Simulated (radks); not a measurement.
Species: Yb+. Configuration: [Xe] 4f14 6s1. Method: scalar-relativistic Kohn-Sham, r2SCAN, spin-polarised, spherical densities, finite nucleus; open shells are filled with parallel spins first (spin-orbit coupling, left out, can overturn this in heavy ions); meta-GGA in the generalised Kohn-Sham scheme; Fermi nuclear charge, rms radius 5.3108 fm; computed with a radial shooting solver on a logarithmic mesh with Libxc functionals.

Normalised radial functions P(r) = r R(r), r in bohr:

r	5s down
0.001145	0.0580
0.001821	0.0819
0.002896	0.1116
0.004605	0.1436
0.007324	0.1664
0.01165	0.1558
0.01853	0.0766
0.02946	-0.0869
0.04686	-0.2496
0.07453	-0.1763
0.1176	0.2136
0.187	0.3312
0.2974	-0.3268
0.473	-0.4176
0.7523	0.6566
1.197	1.0348
1.903	0.4538
3.027	0.0619
4.814	0.0016
7.656	0.0000
12.18	0.0000

5s down: eigenvalue -63.228 eV, 4 radial nodes at r = 0.0236, 0.0939, 0.245, 0.579 bohr, <r> = 1.21 bohr, 90 % of the charge inside 1.75 bohr.
